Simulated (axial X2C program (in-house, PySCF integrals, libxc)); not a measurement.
NaCu⁻: from the spin-free to the two-component result

Computed with an in-house relativistic program for diatomic molecules. Spin-free means the one-electron spin-free X2C Hamiltonian; two-component (2c) means X2C with spin–orbit coupling and atomic mean-field two-electron Coulomb and Gaunt terms, so the difference of the two also holds small scalar two-electron terms. Basis: Cu dyall-acv3z [10s10p7d4f2g], Na dyall-av3z [10s9p5d2f] (cores contracted in-house); Gaussian nuclei, density fitting, unrestricted open shells. Masses: Cu 62.930 u, Na 22.990 u.

Spin-free state: M_S = 1/2, Λ = 0 (beyond evenly filled blocks: σα); fragments Cu- + Na.

```
  level  Re (Å)  ωe (cm⁻¹)  De (eV)  μ (D)
   PBE0   2.778      150.4    0.947  -7.96
     HF   3.110      104.3    0.651  -6.78
   CCSD   2.798      151.2    0.889    n/a
CCSD(T)   2.774      159.0      n/a    n/a
  TPSSh   2.779      151.0    1.031  -8.26
```

Correlated methods: 13 electrons correlated (number of frozen shells: Cu 3 s, 2 p; Na 2 s, 1 p), 319 virtual spin orbitals or spinors in MP2, 89 natural virtuals in coupled cluster.

Dipoles are positive if Na is the positive end and refer to the centre of mass.

Two-component determinant lowest at the distance of the search:

Ω = 1/2 (⟨Sz⟩ = 0.50, ⟨Lz⟩ = 0.00 at HF); fragments Cu- + Na.

```tsv
level	Re (Å)	ωe (cm⁻¹)	De (eV)	μ (D)
PBE0	2.778	150.3	0.946	-7.96
HF	3.111	104.2	0.651	-6.78
CCSD	2.799	150.6	0.887	n/a
CCSD(T)	2.774	158.4	n/a	n/a
TPSSh	2.779	150.9	1.031	-8.27
```

Problem. From the two tables, how do the constants change at the CCSD(T) level (2c against spin-free)?

Solution. At the CCSD(T) level Re stays the same within 0.001 Å and ωe drops by 0.6 cm⁻¹.

One determinant describes the state; a PBE0 search over occupations chose it and may have missed a lower one. Dissociation energies refer to the lowest single-determinant-based atoms at the same level and basis. De is not given where an atomic determinant may have missed its ground term or J level, or where the truncated virtual space spoils (T). Density functionals use the spin component along the axis (collinear). CCSD and (T) use frozen natural virtuals with an MP2 correction for the truncation; (T) itself is uncorrected, so its De runs slightly low. At some level and bond length an empty orbital lies below a filled one. The highest occupied level of some functionals is positive through self-interaction error; at Hartree–Fock it is bound. The determinant is spin-polarised beyond a pure state at some levels (its spin-free form has ⟨S²⟩ too high), which makes Re and μ there less reliable. The T1 diagnostic is large, a sign of multireference character. Hartree–Fock gets electron affinities wrong, so its lowest charge split need not be the true one.
